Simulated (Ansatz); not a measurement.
Gas-phase reaction in SMILES: C=CCCCCC [hept-1-ene] → [CH3] (CH3) + [CH2]CCCC=C (the C-C bond at the site shown breaks; other sites are not compared here)
Geometries: B3LYP-D3(BJ)/def2-TZVP minima from Ansatz (a first-principles code), one conformer each, not searched for the lowest.

Quantity: bond dissociation energy (electronic energy difference), in kJ/mol. Correlated levels leave the core frozen unless marked. Open shells are spin-unrestricted. Spin-orbit coupling is left out. Non-relativistic. CBS(X,Y): correlation extrapolated as X^-3; Hartree-Fock from the larger set. The bracket is a focal-point correction in the basis named.

RI-MP2/CBS(cc-pVTZ,cc-pVQZ)+[CCSD(T)-MP2]/cc-pVTZ (Ansatz) gives 404.9 kJ/mol.

Another calculation gave 406.7 kJ/mol. Which level was it?
A. PBE/def2-TZVPD (Ansatz)
B. SVWN5/def2-TZVPD (Ansatz)
C. r2SCANh/def2-TZVPD (Ansatz)
D. wB97X-V/def2-TZVPD (Ansatz)

D, wB97X-V/def2-TZVPD (Ansatz). The others give 363.9 (r2SCANh), 390.7 (PBE), 470.8 (SVWN5) kJ/mol.
